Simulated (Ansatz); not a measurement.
Energy difference R1 → P1 + P2, each structure at its B3LYP-D3(BJ)/def2-TZVP stationary point, reached from a drawn start (curvature not checked).
R1: H6Mo (SMILES [MoH6]), charge 0, multiplicity 1.
P1, H4Mo (SMILES [MoH4]) (charge 0, multiplicity 3):
```json
[
 {"atom": "Mo", "x (Å)": "0.0000", "y (Å)": "0.0000", "z (Å)": "0.0000"},
 {"atom": "H", "x (Å)": "0.9840", "y (Å)": "0.9646", "z (Å)": "0.9839"},
 {"atom": "H", "x (Å)": "0.9710", "y (Å)": "-0.9831", "z (Å)": "-0.9786"},
 {"atom": "H", "x (Å)": "-0.9656", "y (Å)": "0.9904", "z (Å)": "-0.9766"},
 {"atom": "H", "x (Å)": "-0.9894", "y (Å)": "-0.9719", "z (Å)": "0.9713"}
]
```
P2, H2 (SMILES [H][H]) (charge 0, multiplicity 1):
```xyz
2

H      0.000     0.000     0.372
H      0.000     0.000    -0.372
```

P less R. No zero-point or thermal terms; singlets are restricted closed shells; open shells are unrestricted; no spin–orbit coupling. The spin states of the d-block species are the ones drawn and need not be the lowest.

Correlated levels freeze the cores.

Programs: Ansatz (Gaussian orbitals). No computed number here is a measurement. Elements past Kr take the def2 small-core potentials, without spin–orbit coupling.

Total energies in hartree:

```
structure  PBE/def2-TZVPP  PBE0/def2-TZVPP  CCSD(T)/def2-QZVPP
---------  --------------  ---------------  ------------------
R1             -71.710817       -71.663589          -71.225385
P1             -70.512024       -70.475694          -70.033673
P2              -1.166122        -1.168485           -1.173867
```

**Question.** Work out the reaction energy at each level in kcal/mol (1 hartree = 627.50947 kcal/mol), and say how far PBE/def2-TZVPP lies from CCSD(T)/def2-QZVPP.

**Answer.** 
- PBE/def2-TZVPP: (-70.512024) + (-1.166122) − (-71.710817) = 0.032671 hartree = 20.50 kcal/mol
- PBE0/def2-TZVPP: (-70.475694) + (-1.168485) − (-71.663589) = 0.019410 hartree = 12.18 kcal/mol
- CCSD(T)/def2-QZVPP: (-70.033673) + (-1.173867) − (-71.225385) = 0.017845 hartree = 11.20 kcal/mol
PBE/def2-TZVPP less CCSD(T)/def2-QZVPP: 9.30 kcal/mol. CCSD(T)/def2-QZVPP is the level counted from, the highest shown, and no exact or measured value.

Ansatz is a quantum-chemistry and plane-wave program.
